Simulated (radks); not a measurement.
Effect of the nuclear size on the praseodymium ion Pr21+, [Kr] 4d2. All-electron calculation, Dirac Kohn-Sham, LDA (Slater exchange, Perdew-Wang correlation), spin-unpolarised, spherical densities, finite nucleus; open shells are shared between the two j in proportion to 2j + 1; Fermi nuclear charge, rms radius 4.8919 fm. Program: a radial shooting solver on a logarithmic mesh with Libxc functionals. The rms radius is varied about that value; shifts are against it.

rms radius (fm)  total energy shift (eV)  density at nucleus (e/bohr^3)  1s1/2 shift (meV)  2s1/2 shift (meV)  4s1/2 shift (meV)  4p1/2 shift (meV)  4d5/2 shift (meV)  5s1/2 (empty) shift (meV)  5p1/2 (empty) shift (meV)
4.3929                             -2.24                      4.251e+05               -931               -115              -6.42              0.274              0.399                      -2.45                      0.088
4.4174                             -2.14                      4.246e+05               -887               -109              -6.12              0.261              0.381                      -2.33                      0.084
4.8919                                 0                      4.154e+05              0.000              0.000              0.000              0.000              0.000                      0.000                      0.000
5.249                               1.72                      4.092e+05                714               88.1               4.93             -0.210             -0.306                       1.88                     -0.067
5.6795                              3.92                      4.023e+05               1630                201               11.2             -0.478             -0.698                       4.28                     -0.153

Slopes of the eigenvalues against <r^2> in GHz/fm^2, as finite differences over the two radii next to the reference (eigenvalue slopes, not the field-shift constants of lines): 1s1/2 48100, 2s1/2 5940, 4s1/2 332, 4p1/2 -14.2, 4d5/2 -20.7, 5s1/2 (empty) 127, 5p1/2 (empty) -4.55.
